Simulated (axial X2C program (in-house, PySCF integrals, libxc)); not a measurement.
# AsH⁺: cheaper levels and CCSD(T), two-component

Computed with an axial X2C code built on PySCF integrals. Two-component (2c) means X2C with spin–orbit coupling and atomic mean-field two-electron Coulomb and Gaunt terms. Basis: As dyall-cv3z [9s9p6d4f1g], H dyall-v3z [6s2p1d] (cores contracted in-house); Gaussian nuclei, density fitting, unrestricted open shells. Masses: As 74.922 u, H 1.008 u.

State: Ω = 1/2 (⟨Sz⟩ = -0.50, ⟨Lz⟩ = 1.00 at HF); fragments As+ + H.

```
 level  Re (Å)  ωe (cm⁻¹)
  PBE0   1.533     2183.6
    HF   1.512     2327.7
   MP2   1.521     2262.9
  CCSD   1.529     2196.7
r2SCAN   1.532     2172.8
```

Correlated methods: 5 electrons correlated (number of frozen shells: As 3 s, 2 p, 1 d; H none), 165 virtual spin orbitals or spinors in MP2, 69 natural virtuals in coupled cluster.

CCSD(T), same Hamiltonian and basis:

Re = 1.531 Å, ωe = 2182.3 cm⁻¹; T1 = 0.010 (Lee–Taylor normalisation).

**Question.** Give the differences from CCSD(T) in the columns below.

**Answer.** 

```csv
level,ΔRe (Å),Δωe (cm⁻¹)
PBE0,0.002,1
HF,-0.019,145
MP2,-0.010,81
CCSD,-0.002,14
r2SCAN,0.001,-10
```

Occupations by symmetry block were frozen at the best pattern of an incomplete PBE0 search. De is not given where an atomic determinant may have missed its ground term or J level, or where the truncated virtual space spoils (T). Density functionals use the spin component along the axis (collinear). Coupled cluster ran in a truncated set of natural virtual spinors; the MP2 energy of the rest was added. (T) has no such correction and the atoms are truncated less, which lowers De at CCSD(T) by a hundredth of an eV or more. Without a current term, density functionals place determinants with orbital angular momentum somewhat too high.
